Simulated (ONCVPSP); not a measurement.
**W: one change to an ONCV potential, before and after**

| Property | Result |
| --- | --- |
| Element | W |
| Generator | ONCVPSP 4.0.1 |
| Type | optimised norm-conserving Vanderbilt (ONCV) |
| Functional | LDA (Perdew-Zunger) |
| Relativity | scalar-relativistic |
| Frozen core | [Kr] 4d10 4f14 |
| Valence charge | 14 |
| Reference configuration | 5s2 5p6 5d4 6s1 (charge +1) |
| Partial waves | 5s+6s: rc 1.70 bohr, ncon 4, nbas 8, qcut 7.5 1/bohr, 2 projectors; 5p: rc 1.80 bohr, ncon 4, nbas 9, qcut 8.5 1/bohr, 1 projector; 5d: rc 1.85 bohr, ncon 3, nbas 6, qcut 6 1/bohr, 2 projectors, debl 3.4 Ha |
| Local potential | polynomial inside 1.60 bohr (lpopt 5, dvloc0 1 Ha) |
| Core correction | polynomial model core, fcfact 0.15 |

Change: d: nproj 1.

Cutoffs: the cutoffs (Ha) at which the residual kinetic energy of the hardest occupied pseudo-wave falls to 1 and 0.1 mHa per electron; they do not see the model core or the augmentation charge, which bear on the density cutoff. Errors are all-electron minus pseudo energies relative to the spin-unpolarised reference configuration.

Problem. How do hardness, ghosts and transferability respond?

Solution. The potential gets neither clearly harder nor softer (20 Ha and 26 Ha → 20 Ha and 26 Ha); the errors of the 4 common tests hardly move; the range in which the d phases agree narrows (upper end at the end of the scan → 2.2); neither file shows a bound ghost.

```tsv
quantity	base	changed
cutoff, loose	20 Ha	20 Ha
cutoff, tight	26 Ha	26 Ha
bound ghosts	none	none
GHOST(+) flags under 300 eV	none	none
error for 5s2 5p6 5d4 6s2, meV [ΔE -9.13 eV]	+2.1	+2.1
error for 5s2 5p6 5d4 6s0, meV [ΔE 16.03 eV]	-6.9	-6.8
error for 5s2 5p6 5d3 6s0, meV [ΔE 41.73 eV]	-27	-24
error for 5s2 5p6 5d4 6s0 6p1, meV [ΔE 5.56 eV]	-208	-208
s: phases at 1.72 bohr within 0.05 rad from the reference energy up to (Ha; the scan ends near 5)	to the end of the scan	to the end of the scan
p: phases at 1.83 bohr within 0.05 rad from the reference energy up to (Ha; the scan ends near 5)	0.1	0.1
d: phases at 1.87 bohr within 0.05 rad from the reference energy up to (Ha; the scan ends near 5)	to the end of the scan	2.2
rms error of d²Exc/dni dnj with the model core, mHa	1.96	1.96
```
